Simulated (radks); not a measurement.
The numbers below are computed, except where a source is named.
Spin polarisation of the 4d2 shell in the zirconium ion Zr2+. Start: [Kr] 4d(up 1, down 1); electrons of 4d are moved from spin down to spin up, other shells keep equal spins. Level of theory: non-relativistic Kohn-Sham, BLYP, spin-polarised, spherical densities, point nucleus (a radial shooting solver on a logarithmic mesh with Libxc functionals).

moment (Bohr magnetons)  E - E(0) (eV)  e(4d up) (eV)  e(4d down) (eV)  4p down minus up (eV)  4s down minus up (eV)  3d down minus up (eV)
0                                0.000        -17.510          -17.510                 0.000                  0.000                 0.000
0.5                             -0.041        -17.666          -17.338                  0.313                  0.282                  0.041
1                               -0.163        -17.803          -17.155                  0.623                  0.562                  0.082
1.5                             -0.364        -17.920          -16.966                  0.929                  0.841                  0.123
2                               -0.639        -18.018          -16.771                  1.229                  1.115                  0.164

At moment 2 the spin-polarisation energy is -0.639 eV and the 4d exchange splitting 1.247 eV, that is 0.624 eV per Bohr magneton; E = -I m^2/4 would give I = 0.639 eV.
